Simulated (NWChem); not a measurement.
System: SnH4O; SMILES [OH][SnH3]

NWChem printed, in part:

```
             Northwest Computational Chemistry Package (NWChem) 7.3.0
             --------------------------------------------------------

 CS  symmetry detected

                             Geometry "geometry" -> ""
                             -------------------------

 Output coordinates in angstroms (scale by  1.889725989 to convert to a.u.)

  No.       Tag          Charge          X              Y              Z
 ---- ---------------- ---------- -------------- -------------- --------------
    1 Sn                  50.0000    -0.00573199     0.27384019     0.00000000
    2 O                    8.0000    -0.06242980    -1.74274166     0.00000000
    3 H                    1.0000     0.80783292     0.83349504     1.42474600
    4 H                    1.0000    -1.67594657     0.68194444     0.00000000
    5 H                    1.0000     0.80783292     0.83349504    -1.42474600
    6 H                    1.0000     0.84631872    -2.09901048     0.00000000

 Effective nuclear repulsion energy (a.u.)     170.9028424728

      Symmetry information
      --------------------

 Group name             Cs
 Group number              2
 Group order               2
 No. of unique centers     5

                                Z-matrix (autoz)
                                --------

 Units are Angstrom for bonds and degrees for angles

      Type          Name      I     J     K     L     M      Value
      ----------- --------  ----- ----- ----- ----- ----- ----------
    1 Stretch                  1     2                       2.01738
    2 Stretch                  1     3                       1.73349
    3 Stretch                  1     4                       1.71935
    4 Stretch                  1     5                       1.73349
    5 Stretch                  2     6                       0.97609
    6 Bend                     1     2     6               109.79684
    7 Bend                     2     1     3               109.62791
    8 Bend                     2     1     4               102.12026
    9 Bend                     2     1     5               109.62791
   10 Bend                     3     1     4               112.28893
   11 Bend                     3     1     5               110.54938
   12 Bend                     4     1     5               112.28893
   13 Torsion                  3     1     2     6         -60.76168
   14 Torsion                  4     1     2     6         180.00000
   15 Torsion                  5     1     2     6          60.76168

  xc_inp: hfexch multiplicative factor not found.

                           NWChem Geometry Optimization
                           ----------------------------

 maximum gradient threshold         (gmax) =   0.000450
 rms gradient threshold             (grms) =   0.000300
 maximum cartesian step threshold   (xmax) =   0.001800
 rms cartesian step threshold       (xrms) =   0.001200
 fixed trust radius                (trust) =   0.300000
 source of zmatrix                         =   autoz

          -------------------
          Energy Minimization
          -------------------

 Using diagonal initial Hessian
 Scaling for Hessian diagonals: bonds = 1.00  angles = 0.25  torsions = 0.10

          --------
          Step   0

                                 NWChem DFT Module
                                 -----------------

 Summary of "ao basis" -> "ao basis" (spherical)
 ------------------------------------------------------------------------------
       Tag                 Description            Shells   Functions and Types
 ---------------- ------------------------------  ------  ---------------------
 Sn                          sto-3g                 11       27   5s4p2d
 O                           sto-3g                  3        5   2s1p
 H                           sto-3g                  1        1   1s

      Symmetry analysis of basis
      --------------------------

        a'         26
        a"         10

            General Information
            -------------------
          SCF calculation type: DFT
          Wavefunction type:  closed shell.
          No. of atoms     :     6
          No. of electrons :    62
           Alpha electrons :    31
            Beta electrons :    31
          Charge           :     0
          Spin multiplicity:     1
          Use of symmetry is: on ; symmetry adaption is: on
          Maximum number of iterations: 150
          AO basis - number of functions:    36
                     number of shells:    18
          Convergence on energy requested:  1.00D-06
          Convergence on density requested:  1.00D-05
          Convergence on gradient requested:  5.00D-04

              XC Information
              --------------
                     Hartree-Fock (Exact) Exchange  1.000

      Superposition of Atomic Density Guess
      -------------------------------------

 Sum of atomic energies:       -6038.83673909

      Non-variational initial energy
      ------------------------------

 Total energy =   -6038.494251
 1-e energy   =   -8699.849336
 2-e energy   =    2490.452242
 HOMO         =      -0.215328
 LUMO         =       0.288432

      Symmetry analysis of molecular orbitals - initial
      -------------------------------------------------

  Numbering of irreducible representations:

     1 a'          2 a"

  Orbital symmetries:

     1 a'          2 a'          3 a'          4 a"          5 a'
     6 a'          7 a'          8 a"          9 a'         10 a'
    11 a'         12 a"         13 a'         14 a'         15 a"
    16 a'         17 a'         18 a"         19 a'         20 a'
    21 a'         22 a"         23 a'         24 a'         25 a"
    26 a'         27 a'         28 a'         29 a"         30 a'
    31 a"         32 a'         33 a'         34 a"         35 a'
    36 a'

   convergence    iter        energy       DeltaE   RMS-Dens  Diis-err
 ---------------- ----- ----------------- --------- --------- ---------
 d= 0,ls=0.0,diis     1  -6039.3841946917 -6.21D+03  2.21D-02  3.07D-01
 d= 0,ls=0.0,diis     2  -6039.4460159458 -6.18D-02  5.48D-03  2.78D-02
 d= 0,ls=0.0,diis     3  -6039.4514058847 -5.39D-03  1.54D-03  6.74D-04
 d= 0,ls=0.0,diis     4  -6039.4516465359 -2.41D-04  1.74D-04  7.84D-06
 d= 0,ls=0.0,diis     5  -6039.4516497265 -3.19D-06  4.30D-05  3.29D-07
 d= 0,ls=0.0,diis     6  -6039.4516498940 -1.68D-07  8.58D-06  1.60D-08

         Total DFT energy =    -6039.451649894031
      One electron energy =    -8693.575925484698
           Coulomb energy =     2652.643430849939
    Exchange-Corr. energy =     -169.421997732098
 Nuclear repulsion energy =      170.902842472826

 Numeric. integr. density =        0.000000000000

                  Occupations of the irreducible representations
                  ----------------------------------------------

                     irrep           alpha         beta
                     --------     --------     --------
                     a'               22.0         22.0
                     a"                9.0          9.0

                       DFT Final Molecular Orbital Analysis
                       ------------------------------------

 Vector   29  Occ=2.000000D+00  E=-3.816452D-01  Symmetry=a'
              MO Center= -7.5D-01,  3.9D-01, -1.3D-14, r^2= 2.5D+00
   Bfn.  Coefficient  Atom+Function         Bfn.  Coefficient  Atom+Function
  ----- ------------  ---------------      ----- ------------  ---------------
    34      0.590099  4 H  s                 15     -0.446357  1 Sn px
    31     -0.212330  2 O  py                11      0.202674  1 Sn px
    33     -0.198555  3 H  s                 35     -0.198555  5 H  s
    36      0.141973  6 H  s                 16      0.140848  1 Sn py
    27     -0.097611  1 Sn d  2               7     -0.073449  1 Sn px

 Vector   30  Occ=2.000000D+00  E=-3.260314D-01  Symmetry=a'
              MO Center=  3.6D-03, -1.2D+00,  7.5D-15, r^2= 2.0D+00
   Bfn.  Coefficient  Atom+Function         Bfn.  Coefficient  Atom+Function
  ----- ------------  ---------------      ----- ------------  ---------------
    31      0.634807  2 O  py                30      0.440559  2 O  px
    16     -0.383252  1 Sn py                29     -0.304599  2 O  s
    33     -0.203688  3 H  s                 35     -0.203688  5 H  s
    12      0.156475  1 Sn py                14      0.096054  1 Sn s
    36      0.088777  6 H  s                 25      0.066327  1 Sn d  0

[...]

      ----------------------
      Optimization converged
      ----------------------

  Step       Energy      Delta E   Gmax     Grms     Xrms     Xmax
  ---- ---------------- -------- -------- -------- -------- --------
@    6   -6039.46395953 -6.3D-09  0.00001  0.00000  0.00004  0.00010
                                     ok       ok       ok       ok

                                Z-matrix (autoz)
                                --------

 Units are Angstrom for bonds and degrees for angles

      Type          Name      I     J     K     L     M      Value     Gradient
      ----------- --------  ----- ----- ----- ----- ----- ---------- ----------
    1 Stretch                  1     2                       1.95598   -0.00001
    2 Stretch                  1     3                       1.63295    0.00001
    3 Stretch                  1     4                       1.62951   -0.00001
    4 Stretch                  1     5                       1.63295    0.00001
    5 Stretch                  2     6                       0.98841    0.00000
    6 Bend                     1     2     6               106.99401   -0.00000
    7 Bend                     2     1     3               109.24740   -0.00000
    8 Bend                     2     1     4               105.72800    0.00000
    9 Bend                     2     1     5               109.24740   -0.00000
   10 Bend                     3     1     4               111.30591    0.00000
   11 Bend                     3     1     5               109.89356   -0.00000
   12 Bend                     4     1     5               111.30591    0.00000
   13 Torsion                  3     1     2     6         -60.12171    0.00000
   14 Torsion                  4     1     2     6         180.00000    0.00000
   15 Torsion                  5     1     2     6          60.12171   -0.00000

                         Geometry "geometry" -> "geometry"
                         ---------------------------------

 Output coordinates in angstroms (scale by  1.889725989 to convert to a.u.)

  No.       Tag          Charge          X              Y              Z
 ---- ---------------- ---------- -------------- -------------- --------------
    1 Sn                  50.0000    -0.02377406     0.24679179     0.00000000
    2 O                    8.0000    -0.06172936    -1.70881542     0.00000000
    3 H                    1.0000     0.75452777     0.77008703     1.33676618
    4 H                    1.0000    -1.58340995     0.71885852     0.00000000
    5 H                    1.0000     0.75452777     0.77008703    -1.33676618
    6 H                    1.0000     0.87773403    -2.01598639     0.00000000

 Effective nuclear repulsion energy (a.u.)     177.4487126958

      Symmetry information
      --------------------

 Group name             Cs
 Group number              2
 Group order               2
 No. of unique centers     5

                Final and change from initial internal coordinates
                --------------------------------------------------

                                Z-matrix (autoz)
                                --------

 Units are Angstrom for bonds and degrees for angles

      Type          Name      I     J     K     L     M      Value       Change
      ----------- --------  ----- ----- ----- ----- ----- ---------- ----------
    1 Stretch                  1     2                       1.95598   -0.06140
    2 Stretch                  1     3                       1.63295   -0.10054
    3 Stretch                  1     4                       1.62951   -0.08984
    4 Stretch                  1     5                       1.63295   -0.10054
    5 Stretch                  2     6                       0.98841    0.01232
    6 Bend                     1     2     6               106.99401   -2.80283
    7 Bend                     2     1     3               109.24740   -0.38050
    8 Bend                     2     1     4               105.72800    3.60774
    9 Bend                     2     1     5               109.24740   -0.38050
   10 Bend                     3     1     4               111.30591   -0.98302
   11 Bend                     3     1     5               109.89356   -0.65583
   12 Bend                     4     1     5               111.30591   -0.98302
   13 Torsion                  3     1     2     6         -60.12171    0.63997
   14 Torsion                  4     1     2     6         180.00000    0.00000
   15 Torsion                  5     1     2     6          60.12171   -0.63997

[...]

 Rotational Constants
 --------------------
 A=   2.079562 cm-1  (  2.991959 K)
 B=   0.266395 cm-1  (  0.383275 K)
 C=   0.262649 cm-1  (  0.377884 K)

 Temperature                      =   298.15K
 frequency scaling parameter      =   1.0000

 Zero-Point correction to Energy  =   24.379 kcal/mol  (  0.038851 au)
 Thermal correction to Energy     =   26.919 kcal/mol  (  0.042898 au)
 Thermal correction to Enthalpy   =   27.511 kcal/mol  (  0.043841 au)

 Total Entropy                    =   66.650 cal/mol-K
   - Translational                =   40.658 cal/mol-K (mol. weight = 137.9280)
   - Rotational                   =   21.923 cal/mol-K (symmetry #  =        1)
   - Vibrational                  =    4.069 cal/mol-K

 Cv (constant volume heat capacity) =   12.417 cal/mol-K
   - Translational                  =    2.979 cal/mol-K
   - Rotational                     =    2.979 cal/mol-K
   - Vibrational                    =    6.458 cal/mol-K

[normal modes left out]

 ----------------------------------------------------------------------------
 Normal Eigenvalue ||           Projected Infra Red Intensities
  Mode   [cm**-1]  || [atomic units] [(debye/angs)**2] [(KM/mol)] [arbitrary]
 ------ ---------- || -------------- ----------------- ---------- -----------
    1       -0.000 ||    0.006275           0.145         6.117       1.128
    2       -0.000 ||    0.000684           0.016         0.666       0.123
    3        0.000 ||    0.000007           0.000         0.007       0.001
    4        0.000 ||    0.000181           0.004         0.176       0.033
    5        0.000 ||    0.000023           0.001         0.022       0.004
    6        0.000 ||    0.001414           0.033         1.378       0.254
    7      173.299 ||    0.058363           1.346        56.895      10.488
    8      595.026 ||    0.094590           2.182        92.211      16.997
    9      607.336 ||    0.107174           2.473       104.479      19.259
   10      664.582 ||    0.019142           0.442        18.660       3.440
   11      908.674 ||    0.333266           7.689       324.884      59.886
   12      926.969 ||    0.121631           2.806       118.572      21.857
   13      938.441 ||    0.145083           3.347       141.434      26.071
   14     1185.737 ||    0.020034           0.462        19.531       3.600
   15     2266.681 ||    0.015449           0.356        15.060       2.776
   16     2278.801 ||    0.010568           0.244        10.303       1.899
   17     2306.880 ||    0.002656           0.061         2.589       0.477
   18     4209.232 ||    0.065158           1.503        63.519      11.709
 ----------------------------------------------------------------------------
```

Level: Hartree-Fock/STO-3G, non-relativistic. 

**Question.** Reconstruct the input file.

**Answer.** This is not unique; one that fits is the input that was run:
```
start job
memory heap 200 mb stack 900 mb global 1100 mb
geometry units angstroms
  Sn    -0.006703     0.248403     0.000000
  O     -0.090226    -1.767246     0.000000
  H      0.814236     0.797184     1.424746
  H     -1.671340     0.678693     0.000000
  H      0.814236     0.797184    -1.424746
  H      0.813702    -2.135574     0.000000
end
basis spherical
  * library sto-3g
end
dft
  xc hfexch
  iterations 150
end
driver
  maxiter 120
end
task dft optimize
task dft freq
```
